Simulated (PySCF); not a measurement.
Run record: excited-state job, Ge3H6.

Method: TDDFT CAM-B3LYP/def2-SVPD, vertical, gas phase, core orbitals frozen in the response (PySCF 2.14.0, density-fitted response routines). Geometry: PBE0-D3(BJ)/def2-SVP. The input is one job of a driver script: a line of settings, then coordinates in Å.

Command:
```bash
OMP_NUM_THREADS=1 python probes_run.py task.json out
```

Input:
```
{"job": {"kind": "uv", "xc": "CAM-B3LYP", "basis": "def2-SVPD", "ip": true, "nstates": 15}, "charge": 0, "multiplicity": 1}
Ge     0.100351    -0.919803     1.063081
H      0.325851    -0.498924     2.521890
H     -0.032526    -2.439606     0.892571
Ge    -1.230063     0.529477    -0.371346
H     -2.152476    -0.121235    -1.411957
H     -1.814044     1.819968     0.219298
Ge     1.178005     0.368061    -0.700667
H      1.703414    -0.370169    -1.939439
H      2.054217     1.562812    -0.299101
```

Q: What does the run print?

A: 
```
coarse grid: 37080 points
cycle   1  E = -6234.1213252223  dE = -1.738e+00  |g| = 5.969e-01  |ddm| = 3.279e+00
cycle   2  E = -6234.1265806635  dE = -5.255e-03  |g| = 5.827e-01  |ddm| = 7.458e-01
cycle   3  E = -6234.1573776331  dE = -3.080e-02  |g| = 1.537e-02  |ddm| = 4.240e-01
cycle   4  E = -6234.1574894677  dE = -1.118e-04  |g| = 6.343e-03  |ddm| = 5.186e-02
cycle   5  E = -6234.1575058339  dE = -1.637e-05  |g| = 8.412e-04  |ddm| = 1.365e-02
cycle   6  E = -6234.1575061746  dE = -3.407e-07  |g| = 1.476e-04  |ddm| = 1.762e-03
final grid: 71352 points
cycle   7  E = -6234.1574348697  dE = -1.546e-08  |g| = 1.641e-04  |ddm| = 1.319e-03
cycle   8  E = -6234.1574348701  dE = -4.147e-10  |g| = 1.751e-04  |ddm| = 2.808e-04
cycle   9  E = -6234.1574348733  dE = -3.170e-09  |g| = 4.402e-06  |ddm| = 1.263e-04
cycle  10  E = -6234.1574348733  dE = -1.273e-11  |g| = 1.918e-06  |ddm| = 2.247e-05
converged SCF energy = -6234.1574348733

Static polarisability (au): isotropic 105.684, principal 85.441 115.778 115.831

Singlet excitations
state   eV       nm        f      main configurations
  1   5.0611    245.0   0.00001   H->L+1 0.42, H-1->L 0.42
  2   5.0832    243.9   0.00003   H->L+2 0.95
  3   5.0918    243.5   0.00004   H-1->L+2 0.96
  4   5.3127    233.4   0.00479   H->L 0.63, H-1->L+1 0.25
  5   5.3435    232.0   0.09052   H-1->L 0.36, H->L+1 0.31, H->L+4 0.15
  6   5.3523    231.6   0.08986   H-1->L+1 0.49, H->L 0.18, H-1->L+4 0.15
  7   5.8454    212.1   0.00129   H->L+3 0.94
  8   5.8522    211.9   0.00112   H-1->L+3 0.94
  9   6.3445    195.4   0.33271   H->L+4 0.37, H-1->L+4 0.36, H-1->L+1 0.08
 10   6.3464    195.4   0.33373   H-1->L+4 0.37, H->L+4 0.36
 11   7.0225    176.6   0.08426   H->L+5 0.88
 12   7.0293    176.4   0.08328   H-1->L+5 0.88
 13   7.5609    164.0   0.00000   H->L+7 0.47, H-1->L+6 0.45
 14   7.7439    160.1   0.00006   H-1->L+6 0.33, H->L+7 0.31, H->L+6 0.12
 15   7.7444    160.1   0.00005   H->L+6 0.36, H-1->L+7 0.28, H->L+7 0.11

Triplet excitations (Tamm-Dancoff, eV): 4.5494 4.5558 4.6019 4.6318
Vertical ionisation energy (delta-SCF) = 8.6096 eV
```

The SCF starts on a coarse grid where the log names one; the energy can jump when the final grid takes over, and dE then counts from the start density on the new grid. H and L stand for HOMO and LUMO; the number after each pair is its weight.

Q: How does the lowest singlet excitation compare with the HOMO–LUMO gap?

A: HOMO -7.86 eV and LUMO 0.32 eV give a gap of 8.18 eV; S1 at 5.06 eV lies 3.12 eV below it.

Q: Give the mean polarisability as a volume in Å³, and the ratio of the largest to the smallest principal value.

A: 105.684 au × 0.148185 = 15.66 Å³; 115.831/85.441 = 1.36.

Main results: HOMO -7.86 eV, LUMO 0.32 eV; lowest singlet 5.06 eV; lowest triplet 4.55 eV (Tamm–Dancoff); mean polarisability 105.7 au.

 The CAM-B3LYP/def2-SVPD calculation is non-relativistic and has no spin–orbit coupling, an omission that weighs most on germanium.

Time: 56 s (with the writing of density and orbital grids); peak memory 0.81 GiB. Hardware: one thread of an Arm Neoverse V1, no GPU, shared host with 32 logical CPUs at a one-minute load of 18.

One conformer stands for the species.
Labels such as C1 count atoms from 1, the log's own numbers from 0.
